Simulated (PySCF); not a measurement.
Correlation energy of P⁺ (phosphorus, charge +1)

Starting occupation: [Ne] 3s2 3p2, 3p3/2 with m_j = +1/2, +3/2. Computed with PySCF 2.14 in x2c-SVPall-2c with one added diffuse shell each of s, p type (5s5p1d, 25 functions), with X2C-1e with screened-nucleus spin-orbit coupling, Gaussian nucleus. Frozen: [Ne]; 4 electrons correlated.

MP2 pair energies summed by pair of shells (mhartree):

| pair | energy | share (%) |
| --- | --- | --- |
| 3p-3s | -32.73 | 61.6 |
| 3s-3s | -15.22 | 28.6 |
| 3p-3p | -5.22 | 9.8 |

Total MP2 correlation energy: -53.17 mhartree.

The GHF reference relaxed away from the jj start to a determinant that is no pure jj level (⟨S²⟩ = 2.00, ⟨J²⟩ = 6.01); the energies belong to that determinant.
